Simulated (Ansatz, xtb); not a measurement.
## Relative energy of two isomers of C3H10B2

Structure X is `BC(B)CC`, a singlet and structure Y is `BC(B)(C)C`, a singlet. Both are isolated molecules in the gas phase, relaxed with PBE0-D3(BJ)/def2-SVP; the shapes shown needn't be the lowest conformers.

X (Å):

```yaml
atoms:
  - { symbol: C, position_ang: [0.4177, -0.9431, -0.0932] }
  - { symbol: C, position_ang: [-1.1034, -1.0422, -0.0229] }
  - { symbol: C, position_ang: [-1.5941, -2.2666, 0.7344] }
  - { symbol: B, position_ang: [1.2070, -2.0278, -0.8679] }
  - { symbol: B, position_ang: [1.0438, 0.4142, -0.5308] }
  - { symbol: H, position_ang: [0.6501, -2.7194, -1.6934] }
  - { symbol: H, position_ang: [2.3947, -2.1723, -0.6931] }
  - { symbol: H, position_ang: [0.9113, -0.9453, 0.9147] }
  - { symbol: H, position_ang: [0.3329, 1.3395, -0.8574] }
  - { symbol: H, position_ang: [2.2425, 0.5747, -0.5185] }
  - { symbol: H, position_ang: [-1.5234, -0.1309, 0.4352] }
  - { symbol: H, position_ang: [-1.4963, -1.0652, -1.0536] }
  - { symbol: H, position_ang: [-1.2357, -2.2613, 1.7771] }
  - { symbol: H, position_ang: [-2.6933, -2.3163, 0.7619] }
  - { symbol: H, position_ang: [-1.2301, -3.1960, 0.2666] }
```

Y (Å):

```yaml
atoms:
  - { symbol: C, position_ang: [-1.2143, -1.8093, -0.5786] }
  - { symbol: C, position_ang: [-2.5922, -1.7138, 0.1079] }
  - { symbol: C, position_ang: [-0.2443, -0.7089, -0.1014] }
  - { symbol: B, position_ang: [-1.3567, -1.8012, -2.1410] }
  - { symbol: B, position_ang: [-0.5866, -3.2355, -0.3952] }
  - { symbol: H, position_ang: [-2.3617, -2.2189, -2.6700] }
  - { symbol: H, position_ang: [-0.4537, -1.4002, -2.8396] }
  - { symbol: H, position_ang: [0.6134, -3.3886, -0.4249] }
  - { symbol: H, position_ang: [-1.2945, -4.2054, -0.2455] }
  - { symbol: H, position_ang: [-3.0719, -0.7418, -0.0918] }
  - { symbol: H, position_ang: [-3.2742, -2.5024, -0.2407] }
  - { symbol: H, position_ang: [-2.5010, -1.8074, 1.2022] }
  - { symbol: H, position_ang: [0.7333, -0.7871, -0.5979] }
  - { symbol: H, position_ang: [-0.0752, -0.7691, 0.9860] }
  - { symbol: H, position_ang: [-0.6472, 0.2959, -0.3080] }
```

Energies in hartree; the thermal terms are from GFN2-xTB frequencies at re-optimised GFN2-xTB minima (ideal gas, soft modes damped towards free rotors, one conformer each, 298.15 K, 1 atm) and include the zero-point energy:

```
                              X           Y
E, CCSD(T)/def2-SVP  −169.329451  −169.323439
    E, MP2/def2-SVP  −169.237661  −169.231526
  E, MP2/def2-TZVPP  −169.548800  −169.543190
  zero-point energy     0.123055     0.122793
       H(298 K) − E     0.131466     0.131411
       G(298 K) − E     0.093031     0.093708
```

Problem. Correct the CCSD(T) difference for the basis set by the MP2 change, then work out ΔE, ΔE₀, ΔH and ΔG for X → Y in kcal/mol (1 Eh = 627.51 kcal/mol) and the equilibrium ratio [Y]/[X].

Solution. 1. Differences Y − X: CCSD(T) +0.006012, MP2 in the small set +0.006135, MP2 in the large set +0.005610 Eh.
2. ΔE = +0.006012 + (+0.005610 − (+0.006135)) = +0.005487 Eh = +3.44 kcal/mol.
3. ΔE₀ = ΔE + ΔZPE = +0.005487 + (−0.000262) Eh = +3.28 kcal/mol.
4. ΔH = ΔE + (−0.000055) Eh = +3.41 kcal/mol.
5. ΔG = ΔE + (+0.000677) Eh = +3.87 kcal/mol, so ΔS = (ΔH − ΔG)/T = −6.4 J/(mol K).
6. kT = 0.9442 mEh, so K = [Y]/[X] = exp(−ΔG/kT) = exp(−6.53) ≈ 0.0015.

Structure X is favoured at this temperature. An error of 1 kcal/mol in ΔG would change K by a factor of 5.4. Mirror images and further conformers aren't counted.

As drawn, both hold the same kinds of bond in the same numbers. Structure X has 1 methyl group, Y 2.

Other levels gave ΔE = +2.8 (GFN2-xTB); +4.1 (HF/STO-3G, GFN2-xTB geometries); +4.4 (r2SCAN-D4/def2-SVP, GFN2-xTB geometries); +5.3 (PBE0-D3(BJ)/def2-SVP); +5.1 (HF/def2-SVP); +3.8 (MP2/def2-SVP); +3.8 (CCSD(T)/def2-SVP) kcal/mol. The correlated steps freeze 5 core orbitals. Programs: Ansatz 0.2.0, xtb 6.7.1.
